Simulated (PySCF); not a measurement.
**A small calculation by hand: oscillator strength and radiative lifetime**

BeGeH4Se, SMILES [GeH3][Be][SeH].

Geometry: B3LYP-D3(BJ)/def2-SVP. The structure was generated by enumeration; whether it is a known compound was not checked. Other conformers were not sampled.

TDDFT-PBE/def2-SVPD in PySCF puts the first singlet state with f over 0.02 at 5.04 eV (vertical), with the transition dipole (-0.463, -0.512, 0.691) in atomic units.

Q: Find the oscillator strength, the wavelength and the radiative lifetime that this transition would have in vacuum if emission retraced absorption.

A: 
|μ|² = 0.9540 au, so |μ| = 2.48 D. ΔE = 5.04/27.211 = 0.1852 hartree. f = (2/3) ΔE |μ|² = 0.118 (the program prints 0.118).
λ = 1239.84/5.04 = 246 nm; ν = 40650 cm⁻¹.
Einstein's coefficient A = 0.6670 ν² f s⁻¹ (ν in cm⁻¹) = 1.3e8 s⁻¹, so τ = 1/A = 7.7 ns. This state is S3; the lower singlets have f = 0.000, 0.017. The figure is the radiative limit of this one transition; relaxation, internal conversion, crossing to triplets and a medium change what is measured.
